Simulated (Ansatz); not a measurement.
`Cc1cc(-c2sc(-c3sc(-c4sc(-c5sc(-c6sc(N(C)C)cc6C)cc5C)cc4C)cc3C)cc2C)sc1C#N`, relaxed as a singlet with RKS PBE-D4/def2-SVP in Ansatz, starting from the GFN2-xTB geometry. Force threshold 0.03 eV/Å.

Single mean-field runs in def2-SVP are fitted with def2-universal-jkfit.

Start:

Cartesian coordinates in Å:
```
C -0.415 9.893 7.008
C 0.140 9.323 5.748
C -0.187 8.055 5.248
C 0.463 7.723 4.079
C 0.353 6.502 3.358
S -0.884 5.357 3.818
C -0.360 4.228 2.605
C -0.929 2.935 2.448
S -0.148 1.809 1.364
C -1.254 0.545 1.812
C -1.078 -0.783 1.304
S -0.606 -1.045 -0.353
C -0.514 -2.762 -0.094
C -0.069 -3.667 -1.124
S -0.966 -3.870 -2.607
C 0.190 -5.032 -3.193
C 0.104 -5.638 -4.479
S 1.567 -6.348 -5.140
C 0.736 -6.823 -6.594
N 1.389 -7.546 -7.557
C 2.820 -7.392 -7.674
C 0.687 -7.784 -8.795
C -0.581 -6.453 -6.542
C -0.944 -5.781 -5.355
C -2.330 -5.288 -5.102
C 1.189 -5.224 -2.274
C 1.048 -4.463 -1.098
C 2.038 -4.515 0.018
C -0.834 -3.078 1.195
C -1.166 -1.968 1.998
C -1.525 -2.100 3.440
C -2.176 1.005 2.716
C -2.011 2.354 3.080
C -2.907 3.059 4.041
C 0.704 4.743 1.901
C 1.113 6.019 2.307
C 2.260 6.737 1.685
S 1.503 9.018 3.559
C 1.048 9.976 4.940
C 1.602 11.240 5.129
N 2.061 12.281 5.289
H -0.238 9.208 7.836
H -1.491 10.037 6.914
H 0.050 10.850 7.232
H -0.876 7.387 5.736
H 3.267 -7.410 -6.681
H 3.221 -8.224 -8.251
H 3.094 -6.449 -8.165
H 1.269 -8.482 -9.394
H -0.280 -8.236 -8.584
H 0.532 -6.866 -9.374
H -1.285 -6.640 -7.332
H -2.350 -4.198 -5.085
H -2.999 -5.635 -5.885
H -2.699 -5.641 -4.139
H 2.010 -5.898 -2.448
H 3.042 -4.344 -0.369
H 1.819 -3.764 0.772
H 2.022 -5.498 0.488
H -0.840 -4.092 1.554
H -2.601 -2.229 3.554
H -1.224 -1.217 3.999
H -1.035 -2.974 3.864
H -2.974 0.390 3.091
H -3.766 2.434 4.274
H -2.378 3.286 4.968
H -3.256 4.004 3.624
H 1.179 4.194 1.107
H 1.923 7.648 1.191
H 2.992 7.022 2.441
H 2.741 6.096 0.952
```

```json
{"step": "1", "energy (eV)": "-102582.0002", "largest force component (eV/Å)": "2.914", "SCF passes": "39"}
{"step": "2", "energy (eV)": "-102582.5776", "largest force component (eV/Å)": "0.313", "SCF passes": "23"}
{"step": "3", "energy (eV)": "-102582.6347", "largest force component (eV/Å)": "0.120", "SCF passes": "21"}
{"step": "4", "energy (eV)": "-102582.6373", "largest force component (eV/Å)": "0.367", "SCF passes": "20"}
{"step": "5", "energy (eV)": "-102582.6557", "largest force component (eV/Å)": "0.089", "SCF passes": "22"}
{"step": "6", "energy (eV)": "-102582.6578", "largest force component (eV/Å)": "0.140", "SCF passes": "21"}
{"step": "7", "energy (eV)": "-102582.6662", "largest force component (eV/Å)": "0.053", "SCF passes": "22"}
{"step": "8", "energy (eV)": "-102582.6719", "largest force component (eV/Å)": "0.185", "SCF passes": "21"}
{"step": "9", "energy (eV)": "-102582.6786", "largest force component (eV/Å)": "0.114", "SCF passes": "21"}
{"step": "10", "energy (eV)": "-102582.6913", "largest force component (eV/Å)": "0.126", "SCF passes": "20"}
{"step": "11", "energy (eV)": "-102582.6997", "largest force component (eV/Å)": "0.126", "SCF passes": "20"}
{"step": "13", "energy (eV)": "-102582.7147", "largest force component (eV/Å)": "0.176", "SCF passes": "21"}
{"step": "15", "energy (eV)": "-102582.7389", "largest force component (eV/Å)": "0.138", "SCF passes": "21"}
{"step": "17", "energy (eV)": "-102582.7528", "largest force component (eV/Å)": "0.183", "SCF passes": "20"}
{"step": "19", "energy (eV)": "-102582.7702", "largest force component (eV/Å)": "0.130", "SCF passes": "21"}
{"step": "21", "energy (eV)": "-102582.7847", "largest force component (eV/Å)": "0.147", "SCF passes": "21"}
{"step": "23", "energy (eV)": "-102582.7958", "largest force component (eV/Å)": "0.198", "SCF passes": "21"}
{"step": "25", "energy (eV)": "-102582.8072", "largest force component (eV/Å)": "0.086", "SCF passes": "20"}
{"step": "27", "energy (eV)": "-102582.8135", "largest force component (eV/Å)": "0.134", "SCF passes": "21"}
{"step": "29", "energy (eV)": "-102582.8210", "largest force component (eV/Å)": "0.114", "SCF passes": "21"}
{"step": "31", "energy (eV)": "-102582.8262", "largest force component (eV/Å)": "0.085", "SCF passes": "21"}
{"step": "33", "energy (eV)": "-102582.8304", "largest force component (eV/Å)": "0.091", "SCF passes": "20"}
{"step": "35", "energy (eV)": "-102582.8327", "largest force component (eV/Å)": "0.096", "SCF passes": "21"}
{"step": "37", "energy (eV)": "-102582.8350", "largest force component (eV/Å)": "0.066", "SCF passes": "20"}
{"step": "39", "energy (eV)": "-102582.8365", "largest force component (eV/Å)": "0.032", "SCF passes": "16"}
{"step": "41", "energy (eV)": "-102582.8373", "largest force component (eV/Å)": "0.027", "SCF passes": "21"}
{"step": "43", "energy (eV)": "-102582.8376", "largest force component (eV/Å)": "0.021", "SCF passes": "15"}
{"step": "44", "energy (eV)": "-102582.8379", "largest force component (eV/Å)": "0.007", "SCF passes": "21"}
```

Force components are those of the run's own axes.

End:

```xyz
71

C    -0.880   10.320    6.014
C    -0.364    9.592    4.808
C    -0.469    8.195    4.601
C     0.085    7.735    3.399
C     0.130    6.379    2.917
S    -0.571    5.116    3.914
C    -0.166    3.865    2.754
C    -0.478    2.477    2.965
S     0.025    1.312    1.750
C    -0.675   -0.032    2.632
C    -0.600   -1.364    2.093
S    -0.221   -1.589    0.393
C    -0.296   -3.337    0.524
C    -0.067   -4.158   -0.635
S    -0.163   -3.436   -2.234
C     0.241   -4.947   -3.031
C     0.349   -5.067   -4.459
S     0.764   -6.649   -5.130
C     0.697   -6.038   -6.773
N     0.912   -6.878   -7.839
C     1.474   -8.194   -7.612
C     1.013   -6.284   -9.157
C     0.397   -4.675   -6.782
C     0.189   -4.125   -5.485
C    -0.157   -2.680   -5.261
C     0.419   -5.947   -2.067
C     0.252   -5.525   -0.724
C     0.430   -6.442    0.452
C    -0.600   -3.696    1.842
C    -0.771   -2.605    2.733
C    -1.084   -2.781    4.191
C    -1.247    0.432    3.822
C    -1.145    1.833    4.023
C    -1.706    2.529    5.230
C     0.483    4.439    1.656
C     0.658    5.842    1.728
C     1.330    6.642    0.650
S     0.759    9.079    2.495
C     0.288   10.220    3.737
C     0.572   11.595    3.592
N     0.804   12.745    3.483
H    -0.408    9.935    6.942
H    -1.975   10.179    6.124
H    -0.678   11.406    5.951
H    -0.947    7.517    5.323
H     0.929   -8.703   -6.788
H     1.354   -8.810   -8.523
H     2.558   -8.169   -7.341
H     1.045   -7.086   -9.918
H     0.124   -5.653   -9.365
H     1.921   -5.645   -9.277
H     0.327   -4.075   -7.697
H     0.599   -2.168   -4.628
H    -0.218   -2.136   -6.223
H    -1.133   -2.565   -4.743
H     0.678   -6.981   -2.336
H     0.920   -7.385    0.145
H     1.049   -5.973    1.244
H    -0.544   -6.711    0.917
H    -0.725   -4.737    2.161
H    -2.140   -2.520    4.422
H    -0.444   -2.136    4.828
H    -0.930   -3.832    4.501
H    -1.769   -0.224    4.528
H    -2.203    1.806    5.904
H    -0.914    3.046    5.813
H    -2.453    3.302    4.951
H     0.829    3.840    0.801
H     0.655    7.416    0.228
H     2.228    7.175    1.031
H     1.654    5.987   -0.181
```

By distances, no bond broke or formed. The bond that changes most is C14–C27, from 1.37 to 1.41 Å (atoms count from 1).

The force fell under the threshold at step 40, but the optimiser went on. No frequencies were taken in this run, so the end may be a saddle point.

It took 4.3 min on 4 threads of AMD EPYC 7R13 on a shared host and a share (37 GiB) of an NVIDIA H100 80GB HBM3, peak host memory 1.3 GiB.
